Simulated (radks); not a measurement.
Coulomb parameter of the 5d shell of the platinum ion Pt3+ in the model configuration [Xe] 4f14 5d5 6p2, as a second difference U = [E(n + 0.5) + E(n - 0.5) - 2 E(n)] / (0.5)^2 with all orbitals relaxed. "Bare": the charge of the atom changes with n. "Screened": the 6p shell takes up the change at fixed total charge, which measures U(5d,5d) + U(6p,6p) - 2 U(5d,6p). Calculated with a radial shooting solver on a logarithmic mesh with Libxc functionals: Dirac Kohn-Sham, LDA (Slater exchange, Perdew-Wang correlation), spin-unpolarised, spherical densities, finite nucleus; open shells are shared between the two j in proportion to 2j + 1; Fermi nuclear charge, rms radius 5.427 fm.

case                   configuration  E - E(n) (eV)
start              [Xe] 4f14 5d5 6p2          0.000
bare +0.5        [Xe] 4f14 5d5.5 6p2        -21.949
bare -0.5        [Xe] 4f14 5d4.5 6p2         25.394
screened +0.5  [Xe] 4f14 5d5.5 6p1.5         -9.713
screened -0.5  [Xe] 4f14 5d4.5 6p2.5         10.325

U(bare) = 13.780 eV, U(screened by 6p) = 2.447 eV.
